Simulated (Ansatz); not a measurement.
Cd₂S₂. Charge 0, multiplicity 1. Geometry r2SCAN-D4/def2-SVP.

```
atom    x (Å)    y (Å)    z (Å)
 Cd1   1.8296  -1.2443  -0.6570
 Cd2  -1.8289   1.2455   0.6569
  S3   0.1371  -0.3731   1.0884
  S4  -0.1378   0.3718  -1.0884
```

In the def2 sets Cd takes a core potential; there is no spin–orbit coupling. LC-ωPBE has ω = 0.4 bohr⁻¹. At PBE0-D4/def2-TZVP a triplet of charge 0 lies 0.07 eV below the restricted singlet, each at its own geometry. The structure comes from a short search, and lower isomers may exist.

Estimate the orbital energies around the gap (eV) in Ansatz with PBE0-D4/def2-SVP, PBE0-D4/def2-TZVPD, PBE0-D4/def2-QZVPP, CAM-B3LYP-D4/def2-TZVP, LC-ωPBE/def2-TZVP.


```
orbital  PBE0-D4/def2-SVP  PBE0-D4/def2-TZVPD  PBE0-D4/def2-QZVPP  CAM-B3LYP-D4/def2-TZVP  LC-ωPBE/def2-TZVP
HOMO−13            -14.87              -14.83              -14.78                  -16.26             -17.55
HOMO−12            -14.83              -14.79              -14.74                  -16.22             -17.49
HOMO−11            -14.76              -14.73              -14.69                  -16.15             -17.43
HOMO−10            -14.75              -14.73              -14.69                  -16.14             -17.42
 HOMO−9            -14.75              -14.72              -14.68                  -16.13             -17.41
 HOMO−8            -14.74              -14.71              -14.67                  -16.13             -17.40
 HOMO−7            -14.70              -14.66              -14.61                  -16.09             -17.37
 HOMO−6            -14.40              -14.39              -14.35                  -15.82             -17.09
 HOMO−5            -10.22              -10.23              -10.21                  -11.58             -13.03
 HOMO−4             -9.05               -9.10               -9.10                  -10.20             -11.43
 HOMO−3             -7.89               -7.99               -8.01                   -9.34             -10.81
 HOMO−2             -6.65               -6.67               -6.67                   -7.81              -9.00
 HOMO−1             -5.96               -6.01               -5.97                   -7.09              -8.41
   HOMO             -5.67               -5.81               -5.83                   -6.82              -7.27
   LUMO             -3.70               -3.74               -3.71                   -3.17              -2.41
 LUMO+1             -1.52               -1.73               -1.71                   -0.55               0.67
 LUMO+2             -0.63               -0.70               -0.75                    0.09               1.13
 LUMO+3             -0.18               -0.37               -0.38                    0.49               1.45
 LUMO+4              0.05               -0.06               -0.20                    0.70               1.73
 LUMO+5              0.87                0.69                0.48                    1.62               2.64
```
